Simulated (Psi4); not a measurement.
Pair of molecules, SMILES C#C with SMILES CO (the first has 4 atoms); geometry from B3LYP-D3(BJ)/def2-TZVP, rigid monomers moved along the line of their centres of mass till C2···H10 is 2.16 Å.
(charge 0, multiplicity 1):
```xyz
10

C      0.34100     0.38004     0.13680
C     -0.40150    -0.53759     0.33835
H      0.99741     1.19485    -0.05179
H     -1.05680    -1.35444     0.52285
C     -0.01004     0.29626     3.81906
O      0.75055    -0.68784     3.13801
H      0.41546     1.30018     3.70607
H      0.00280     0.03658     4.87716
H     -1.05263     0.32077     3.48202
H      0.71422    -0.49826     2.19265
```

Method: SAPT0/jun-cc-pV(D+d)Z in Psi4.

Q: Give the four SAPT terms and the total, and say what mostly holds the pair together.

A: electrostatics -294.8, exchange 453.5, induction -102.6, dispersion -121.8, total -65.7 meV; the largest attraction is electrostatics.
